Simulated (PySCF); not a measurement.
Dipole response of P⁺ (phosphorus, charge +1)

[Ne] 3s2 3p2, high-spin 3P determinant. Computed with PySCF 2.14 in aug-cc-pV(D+d)Z (5s4p3d, 32 functions), with the non-relativistic Hamiltonian (point nucleus). Coupled (time-dependent) response in atomic units; α is the mean over directions.

```
   method  mean α (bohr³)         α xx, yy, zz  C₆ (like pair)  S(−4)
      UHF           14.60  14.21, 14.79, 14.79           76.71  69.56
      PBE           14.46  13.84, 14.77, 14.77           75.36  66.93
     PBE0           14.37  13.86, 14.63, 14.63           74.90  65.46
BHandHLYP           14.28  13.79, 14.52, 14.52           74.15  64.63
   M06-2X           14.52  13.56, 15.00, 15.00           74.19  70.92
```

S(−4) is the Cauchy moment in α(ω) = α(0) + S(−4) ω² + …

α(iu) at M06-2X:

```tsv
u (hartree)	α(iu) (bohr³)
0	14.52
0.0500	14.35
0.100	13.85
0.200	12.19
0.300	10.20
0.500	6.766
0.750	4.138
1.00	2.712
1.50	1.404
2.00	0.8650
3.00	0.4419
5.00	0.1988
```

For an ion, C₆ is the dispersion term alone; charge-induced terms of lower order in 1/R come first.

The components differ because the open shell of this determinant is not spherical; for a pure term their mean is the scalar polarisability.
